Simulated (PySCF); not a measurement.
## How methods differ on the excitation energy of Xe⁺

Xe⁺ [Kr] 4d10 5s2 5p5 (2P) → Xe⁺ [Kr] 4d10 5s2 5p4 5d1 (high-spin determinant), as a difference of total energies. Computed with PySCF 2.14 in aug-cc-pVTZ-DK3, with the spin-free X2C one-electron Hamiltonian (Gaussian nucleus). Correlated levels: valence: [Kr] 4d10 frozen. The calculations carry no spin-orbit coupling.

```csv
method,excitation energy (cm⁻¹)
UHF,91225
MP2 (valence),95396
SCS-MP2 (valence),96119
CCSD (valence),94767
CCSD(T) (valence),94589
```

A first-order spin-orbit estimate (lowest level to lowest level, LS coupling) adds 0.030 eV.

The promoted electron is Rydberg-like, and one or two diffuse shells describe it only roughly, which tends to raise the upper state.

The determinant of the upper state mixes LS terms, which raises its energy above the lowest term, most at the Hartree-Fock and MP2 levels.
